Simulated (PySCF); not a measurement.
A PySCF script (with the pyscf-properties extension) for the NMR shieldings of `CC(C)[C@@H]1CBOC1`, C₆H₁₃BO, on a GFN2-xTB geometry:

```python
import basis_set_exchange as bse
import numpy as np
from pyscf import gto, dft
from pyscf.prop import nmr

atoms = """
C    -1.397928   -1.067250    1.378479
C    -0.945090   -0.368171    0.096837
C    -1.972519    0.692635   -0.295420
C     0.441843    0.258184    0.276028
C     0.997134    0.966751   -0.975908
B     2.554585    0.644094   -0.854004
O     2.750305   -0.321521    0.042359
C     1.535336   -0.776998    0.614463
H    -0.716107   -1.867709    1.653871
H    -2.389369   -1.494500    1.244054
H    -1.442916   -0.355208    2.200054
H    -0.887980   -1.112965   -0.706352
H    -2.955823    0.240714   -0.404357
H    -1.708999    1.165054   -1.237310
H    -2.032209    1.461829    0.471569
H     0.391715    0.984529    1.094435
H     0.720633    2.018488   -1.004385
H     0.589342    0.505900   -1.879505
H     3.465245    1.099863   -1.423220
H     1.689357   -0.902689    1.689148
H     1.304524   -1.754087    0.173396
"""
names = dict.fromkeys(["C", "B", "O", "H"], "pcSseg-1")
basis = {el: gto.basis.parse(bse.get_basis(n, elements=[el], fmt="nwchem")) for el, n in names.items()}
mol = gto.M(atom=atoms, basis=basis, charge=0, verbose=0)
mf = dft.RKS(mol, xc="PBE0")
mf.grids.level = 2
mf.grids.alignment = dft.numint.BLKSIZE   # the property module wants whole blocks of grid points
mf.conv_tol = 1e-9
mf.kernel()

calc = nmr.RKS(mf)   # GIAO
C = mf.mo_coeff
Co = C[:, mf.mo_occ > 0]
resp = mf.gen_response(singlet=True, hermi=2)
def vind(x):   # induced exchange potential for any number of trial vectors
    d = np.einsum("pi,xij,qj->xpq", C, 2 * x.reshape(-1, C.shape[1], Co.shape[1]), Co, optimize=True)
    return np.einsum("xpq,pi,qj->xij", resp(d - d.transpose(0, 2, 1)), C, Co, optimize=True).ravel()
mo1, _ = nmr.rhf.solve_mo1(calc, with_cphf=vind)
sigma = calc.kernel(mo1)
for i, s in enumerate(sigma):   # ppm
    w = np.linalg.eigvalsh((s + s.T) / 2)
    print("%2d %-2s iso %8.1f  s11 %8.1f  s22 %8.1f  s33 %8.1f" % (i, mol.atom_pure_symbol(i), w.mean(), *w))
```

Q: What does it print?

A: 
```
 0 C  iso    162.5  s11    148.3  s22    152.6  s33    186.6
 1 C  iso    147.3  s11    133.3  s22    148.8  s33    159.9
 2 C  iso    162.3  s11    147.5  s22    153.3  s33    186.0
 3 C  iso    137.9  s11    115.7  s22    136.6  s33    161.5
 4 C  iso    156.3  s11    137.1  s22    153.6  s33    178.2
 5 B  iso     49.6  s11     11.5  s22     46.5  s33     90.8
 6 O  iso    104.8  s11   -111.7  s22    144.2  s33    281.8
 7 C  iso    103.6  s11     56.6  s22    100.5  s33    153.6
 8 H  iso     30.7  s11     25.3  s22     30.1  s33     36.7
 9 H  iso     30.7  s11     26.2  s22     28.1  s33     37.7
10 H  iso     31.1  s11     28.1  s22     28.8  s33     36.4
11 H  iso     30.6  s11     28.5  s22     28.8  s33     34.4
12 H  iso     30.7  s11     26.3  s22     28.2  s33     37.6
13 H  iso     30.3  s11     24.9  s22     30.0  s33     36.0
14 H  iso     31.1  s11     28.1  s22     28.7  s33     36.5
15 H  iso     30.2  s11     28.3  s22     28.6  s33     33.6
16 H  iso     30.1  s11     25.8  s22     28.7  s33     36.0
17 H  iso     31.1  s11     26.8  s22     30.2  s33     36.3
18 H  iso     26.4  s11     24.8  s22     25.4  s33     28.9
19 H  iso     26.9  s11     21.9  s22     28.3  s33     30.6
20 H  iso     27.6  s11     22.5  s22     29.5  s33     30.7
```

These numbers come from an equivalent density-fitted implementation of the same equations, which agrees with the script to about 0.01 ppm for H and up to a few tenths of a ppm for heavy atoms, so last digits may differ.

Size and cost of the density-fitted run: 201 basis functions, 69 s wall time on 1 thread of an Arm Neoverse N1, shared host; peak memory 0.9 GiB.
